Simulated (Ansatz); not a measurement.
Born–Oppenheimer molecular dynamics of C$_{4}$H$_{13}$ClN$_{2}$Si (21 atoms, charge 0, multiplicity 1). It starts from a relaxed structure.

Method: RKS B3LYP-D4/STO-3G (Ansatz 0.2.0).

```yaml
ensemble: NVT, Langevin thermostat
time_step: 1 fs
steps_asked: 132
set_temperature: 1500 K
friction: 0.001 /fs
seed: 312454
```

First frame:

```xyz
21
Properties=species:S:1:pos:R:3
Si -0.206 -0.019 -0.140
H 0.285 -0.041 1.220
Cl 1.514 -0.235 -1.409
N -0.977 1.520 -0.426
C -1.907 1.657 -1.588
H -2.615 0.811 -1.587
H -2.484 2.594 -1.482
H -1.389 1.688 -2.571
C -0.103 2.727 -0.267
H 0.597 2.875 -1.117
H -0.736 3.629 -0.182
H 0.493 2.630 0.657
N -1.335 -1.327 -0.422
C -1.269 -2.478 0.537
H -1.194 -2.099 1.571
H -2.196 -3.074 0.453
H -0.411 -3.159 0.350
C -1.483 -1.828 -1.828
H -2.413 -2.421 -1.910
H -1.548 -0.979 -2.529
H -0.636 -2.471 -2.148
```

**Question.** How far do the bonds stretch over the last three quarters of this one trajectory? (Pairs bonded in most of those frames.)

**Answer.** 
```csv
bond,mean (Å),spread (Å),shortest,longest
Si1–H2,1.451,0.014,1.42,1.48
Si1–Cl3,2.227,0.150,1.93,2.40
Si1–N4,1.759,0.062,1.64,1.85
Si1–N13,1.766,0.096,1.66,1.98
N4–C5,1.513,0.059,1.42,1.65
N4–C9,1.517,0.042,1.43,1.60
C5–H6,1.116,0.045,1.04,1.23
C5–H7,1.114,0.042,1.02,1.19
C5–H8,1.118,0.061,1.03,1.22
C9–H10,1.122,0.062,1.00,1.23
C9–H11,1.112,0.024,1.05,1.17
C9–H12,1.115,0.036,1.05,1.18
N13–C14,1.509,0.039,1.46,1.58
N13–C18,1.516,0.043,1.43,1.57
C14–H15,1.116,0.056,1.03,1.20
C14–H16,1.112,0.030,1.04,1.19
C14–H17,1.128,0.064,1.02,1.24
C18–H19,1.115,0.015,1.08,1.15
C18–H20,1.107,0.026,1.06,1.16
C18–H21,1.119,0.030,1.05,1.18
```

Mean temperature of the second half: 945 K. The mean temperature of the second half is 37 % below the set value. A run of 0.13 ps of so small a system gives no equilibrium averages. Limits of this set-up: minimal basis.

Run time: 16 min on 1 thread of Arm Neoverse V1 (shared host), peak memory 0.18 GiB.
